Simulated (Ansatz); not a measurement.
The same path of C₃H₇B (11 atoms, charge 0, multiplicity 1) was run 3 times with different band settings. The coordinate that changes most is the dihedral C4–C2–C3–H6.

These are results of RKS B3LYP/def2-SVP (Ansatz), not measurements.

Relaxed end points:

```xyz
11
Properties=species:S:1:pos:R:3
B -0.167 1.735 0.003
C -0.034 0.347 0.001
C 0.171 -0.444 1.278
C -0.083 -0.463 -1.279
H -0.281 2.915 0.004
H 0.200 0.187 2.180
H 1.119 -1.012 1.240
H -0.641 -1.182 1.416
H -0.233 0.153 -2.179
H 0.855 -1.032 -1.420
H -0.905 -1.203 -1.243
```

```xyz
11
Properties=species:S:1:pos:R:3
B 0.472 1.669 -0.171
C 0.095 0.334 -0.032
C 0.411 -0.470 1.213
C -0.658 -0.403 -1.123
H 0.791 2.804 -0.292
H -0.517 -0.847 1.682
H 0.956 0.107 1.977
H 1.027 -1.354 0.964
H -0.862 0.220 -2.007
H -0.087 -1.286 -1.464
H -1.629 -0.773 -0.747
```

Common settings: climbing image yes; spring 5.0 eV/Å²; optimiser quadratic models (default); start path IDPP; end points relaxed.

| run | movable images | force threshold | iteration limit |
| --- | --- | --- | --- |
| 1 | 7 | 0.03 eV/Å | 27 |
| 2 | 3 | 0.03 eV/Å | 60 |
| 3 | 7 | 0.5 eV/Å | 33 |

What does each run give, and how far can it be trusted?

Run 1: converged after 7 iterations, highest image 0.115 eV above the first end. A vibrational analysis at the climbing image gives one clearly imaginary mode, 212i cm⁻¹: a first-order saddle point.
Run 2: converged after 7 iterations, highest image 0.115 eV above the first end. Another band between the same ends (7 images) ends at a top of the same energy, where a vibrational analysis finds 1 clearly imaginary mode. So few images can step over the top or miss a turn of the path.
Run 3: converged after 2 iterations, highest image 0.120 eV above the first end. The threshold of 0.5 eV/Å is loose, so the images may lie well off the minimum-energy path. The order of the point at the top wasn't checked.
